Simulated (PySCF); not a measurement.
Spin-Hamiltonian simulation

Molecule: SMILES CB(F)F, CH₃BF₂.

Bonds (- single, = double, # triple, : aromatic): C1-B2 1.558 Å, B2-F3 1.323 Å, B2-F4 1.323 Å. C1 carries H5, H6, H7.

- coordinates at the PBE0-D3(BJ)/def2-SVP level
- GIAO KT3/pcSseg-2 shieldings
- couplings computed with B3LYP/pcJ-1
- program: PySCF
- relativity neglected, in vacuum, one conformer, one averaged value for each set of equivalent atoms

Scale: TMS for $^{1}$H (reference shieldings calculated alike).

Shifts (ppm): F3/F4 -91.3, H5/H6/H7 0.42.
Couplings (Hz): F3–F4: -218.4; F3–H5, F3–H6, F3–H7, F4–H5, F4–H6, F4–H7: 7.8; H5–H6, H5–H7, H6–H7: -16.0.

The 5-spin Hamiltonian (Zeeman plus full scalar coupling among like nuclei) was diagonalised exactly; lines are Lorentzian, 0.7 Hz wide, and the maxima above 3 % are listed with the tallest set to 100.

Task: Give the $^{1}$H peak list of this spin system at 200 MHz.

Result: 
| Hz | ppm | height |
| --- | --- | --- |
| 91.8 | 0.459 | 50 |
| 84.0 | 0.420 | 100 |
| 76.2 | 0.381 | 50 |

Task: And at 400 MHz?

Result: 
δ in ppm (height): 0.440 (50), 0.420 (100), 0.401 (50)
